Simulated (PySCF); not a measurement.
Working out the excitation energy of Mg⁺

Mg⁺ [Ne] 3s1 (2S) → Mg⁺ [Ne] 3p1 (2P). Calculation: PySCF 2.14, in aug-cc-pCVDZ (6s5p3d, 36 functions); the non-relativistic Hamiltonian (point nucleus). Frozen: 1s2. Energies in hartree (1 hartree = 27.21139 eV):

| part | Mg⁺ (lower) | Mg⁺ (upper) |
| --- | --- | --- |
| UHF | -199.365083 | -199.207581 |
| CCSD correlation | -0.168527 | -0.167241 |
| (T) | -0.000284 | -0.000251 |

Q: What does Hartree-Fock give?

A: (-199.207581) − (-199.365083) = 0.157502 hartree = 4.286 eV.

Q: What do CCSD and CCSD(T) give?

A: The CCSD correlation energies differ by 0.001286 hartree = 0.035 eV and the triples by 0.000033 hartree = 0.001 eV, so CCSD gives 4.321 eV and CCSD(T) 4.322 eV.

Measured between the centres of the two terms (NIST): 4.430 eV, so CCSD(T) (valence and next inner shell) is off by -0.108 eV.

A double-zeta basis recovers only part of the correlation energy.

What remains against the reference includes basis incompleteness, the frozen core and higher excitations.
